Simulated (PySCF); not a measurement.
Species: H3SiCHF2, CH₄F₂Si.
Numbering: `[F:1][CH:2]([F:3])[SiH3:4]` (hydrogens: H5 on C2; H6, H7, H8 on Si4)

The same species was optimised twice, with GFN2-xTB and with PBE0-D3(BJ)/def2-SVP (PySCF), and the same property calculations (PySCF, gas phase) were run on both structures.

| coordinate | GFN2-xTB | PBE0-D3(BJ)/def2-SVP | change |
| --- | --- | --- | --- |
| Si4–H8 (Å) | 1.457 | 1.489 | +0.032 |
| Si4–H7 (Å) | 1.460 | 1.491 | +0.031 |
| Si4–H6 (Å) | 1.460 | 1.491 | +0.031 |
| C2–Si4 (Å) | 1.938 | 1.922 | -0.016 |
| C2–H5 (Å) | 1.099 | 1.107 | +0.008 |
| C2–F3 (Å) | 1.364 | 1.359 | -0.005 |
| F1–C2 (Å) | 1.364 | 1.359 | -0.005 |
| C2–Si4–H7 (°) | 105.4 | 108.7 | +3.3 |
| C2–Si4–H6 (°) | 105.3 | 108.6 | +3.3 |
| H6–Si4–H7 (°) | 113.1 | 110.1 | -3.0 |
| H7–Si4–H8 (°) | 112.9 | 110.6 | -2.3 |
| H6–Si4–H8 (°) | 112.9 | 110.6 | -2.3 |
| F1–C2–F3 (°) | 106.0 | 108.1 | +2.1 |
| Si4–C2–H5 (°) | 116.0 | 114.3 | -1.7 |
| C2–Si4–H8 (°) | 106.5 | 108.1 | +1.6 |

Rotational constants: A = 9052, B = 4147, C = 3117 MHz (GFN2-xTB) against A = 8892, B = 4238, C = 3150 MHz (PBE0-D3(BJ)/def2-SVP). Point groups within 0.08 Å: Cs and Cs.

On the GFN2-xTB structure: HOMO (eV) -8.58 [PBE0/pcSseg-1]; LUMO (eV) 0.28 [PBE0/pcSseg-1]; dipole (D) 2.20 [PBE0/pcSseg-1]; GIAO shielding of F1/F3 (mean) (ppm) 316.6 [PBE0/pcSseg-1]; GIAO shielding of C2 (ppm) 60.0 [PBE0/pcSseg-1]; GIAO shielding of Si4 (ppm) 422.8 [PBE0/pcSseg-1].

Task: What do these properties become on the PBE0-D3(BJ)/def2-SVP structure?

Result: 
```tsv
property	level	on GFN2-xTB	on PBE0-D3(BJ)/def2-SVP	change
HOMO (eV)	PBE0/pcSseg-1	-8.58	-8.68	-0.10
LUMO (eV)	PBE0/pcSseg-1	0.28	0.47	+0.19
dipole (D)	PBE0/pcSseg-1	2.20	1.88	-0.32
energy, GFN2-xTB geometry as zero (kcal/mol)	PBE0/pcSseg-1	0.0	-0.9	-0.9
GIAO shielding of F1/F3 (mean) (ppm)	PBE0/pcSseg-1	316.6	320.0	+3.4
GIAO shielding of C2 (ppm)	PBE0/pcSseg-1	60.0	62.2	+2.2
GIAO shielding of Si4 (ppm)	PBE0/pcSseg-1	422.8	421.7	-1.1
```

The heavy atoms differ by 0.020 Å rms after alignment. Among all bonds Si4–H6, Si4–H7 and Si4–H8 change most and about equally (+0.031 to +0.032 Å). Changes are differences of the printed values. Neither structure is proved a minimum here.
